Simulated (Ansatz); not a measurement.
# Which isomer of C4H2Mg gives these data?

These gas-phase data were calculated for one isomer of C4H2Mg at PBE0-D3(BJ)/def2-SVP (harmonic, unscaled wavenumbers; equilibrium rotational constants with average atomic masses):

```
rotational constants            : 1.3 GHz
all wavenumbers above 1500 cm⁻¹ : 3461, 3461, 2100, 2097
dipole moment                   : 0.00 D (PBE0/def2-TZVPD)
```

Candidates:

(1) `C#CC#[C][MgH]`, a singlet
(2) `C#[C][Mg][C]#C`, a singlet

Question: Which structure fits?

Answer: Candidate (2). 2 modes lie between 3300 and 3560 cm⁻¹, one for each ≡C–H bond, while (1) has 1.

The same quantities for all candidates:

```
     rotational constants (GHz)  wavenumbers above 1500 cm⁻¹  dipole (D)  E above the lowest, PBE0-D3(BJ)/def2-SVP (kcal/mol)
(1)                         1.3       3490, 2292, 2125, 1654        0.41                                                  5.8
(2)                         1.3       3461, 3461, 2100, 2097        0.00                                                  0.0
```

Harmonic stretches to hydrogen usually lie a few per cent above observed fundamentals. Programs: Ansatz 0.2.0.
